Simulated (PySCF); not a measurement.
## One molecule, a ladder of functionals, a line

Molecule: `InChI=1S/C2H7BFP/c1-2-3(4)5/h2-3H,1H2,5H3/t3-/m0/s1`.

Atoms are numbered as in `[CH2:1]=[CH:2][B@@H-:3]([F:4])[PH3+:5]`. Each H is labelled by its parent atom. Ha(C1) is cis to B3; Hb(C1) is trans to B3.

GIAO shieldings (ppm, equivalent atoms averaged) in PySCF 2.14 on the PBE0-D3(BJ)/def2-SVP geometry, basis pcSseg-2, gas phase, non-relativistic:

```csv
functional,exact exchange (%),σ(C1),σ(B3),σ(F4)
BLYP,0,48.9,87.1,359.0
BP86,0,51.6,90.3,362.6
PBE,0,51.4,89.9,360.7
B3LYP,20,51.3,92.4,375.5
PBE0,25,54.6,96.3,380.8
mPW1PW91,25,54.0,96.2,381.5
HF,100,65.6,110.9,416.3
```

**Question.** Fit each shielding as a line in the percentage of exact exchange.

**Answer.** σ(C1) = 50.2 + 0.15 x (rms 1.1 ppm); σ(B3) = 89.4 + 0.22 x (rms 1.3 ppm); σ(F4) = 363.2 + 0.55 x (rms 3.0 ppm). The functionals also differ in their semilocal parts, which the line can't hold; Hartree–Fock has no correlation at all.

**Question.** What does the line predict for BHandHLYP (50 %), and what does the run give?

**Answer.** σ(C1): 57.7 predicted, 55.8 computed; σ(B3): 100.4 predicted, 99.6 computed; σ(F4): 390.7 predicted, 393.9 computed ppm.
